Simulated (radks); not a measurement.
Task: These are the eigenvalues of the occupied orbitals of an atom or ion with whole-number occupations (hartree). Calculated with a radial shooting solver on a logarithmic mesh with Libxc functionals: non-relativistic Kohn-Sham, TPSS, spin-polarised, spherical densities, point nucleus; meta-GGA in the generalised Kohn-Sham scheme.

orbital  eigenvalue
1s up     -174.9990
1s down   -174.8769
2s up     -29.57058
2s down   -29.35834
2p up     -26.78770
2p down   -26.54413

Which element is it, and in what charge state? The configuration may be excited. Open shells, if any, are filled with parallel spins first.

Result: Z = 21, scandium, charge +12: Sc12+ in [He] 2s2 2p5. The list shows which subshells hold electrons but not how many an open one holds; the 1s level, -175 hartree, gives Z - s = 18.7 by -(Z - s)^2/2, which with screening narrows Z to a few neighbours, and the depths of the outer levels then fix element, charge and occupations together.
